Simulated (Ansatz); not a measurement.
In2As3, relaxed as a doublet with UKS r2SCAN-D4/def2-SVP in Ansatz, starting from the GFN1-xTB geometry. Force threshold 0.02 eV/Å.

In the def2 sets In takes a core potential; there is no spin–orbit coupling. Another isomer (doublet) lies 1.05 eV lower at PBE0-D4/def2-TZVP; other spin states weren't run for this one.

Start:

```tsv
atom	x (Å)	y (Å)	z (Å)
In1	1.997	-0.519	-2.150
In2	-0.664	0.929	2.101
As3	-2.238	-0.812	0.589
As4	1.265	1.040	0.047
As5	-0.360	-0.638	-0.587
```

Question: Estimate the energy that the relaxation releases and the steps that it takes.

Answer: 6.9 kcal/mol, in 10 steps; 59 s on 4 threads of Arm Neoverse V2 on a shared host. No frequencies were taken in this run, so the end may be a saddle point.

Question: Does the start keep its bonding and symmetry?

Answer: By distances, no bond broke or formed. The bond that changes most is In1–As5, from 2.83 to 2.95 Å (atoms count from 1).

Question: Predict the relaxed structure.

Answer: 
Cartesian coordinates in Å:
```
In 2.295 -0.545 -1.707
In -0.171 0.501 2.199
As -2.323 -0.453 0.595
As 0.686 1.270 -0.340
As -0.487 -0.772 -0.747
```
Bond lengths (bridged metal pairs left out): 4 × As–In 2.78 to 2.95 Å; 2 × As–As 2.30 to 2.39 Å.
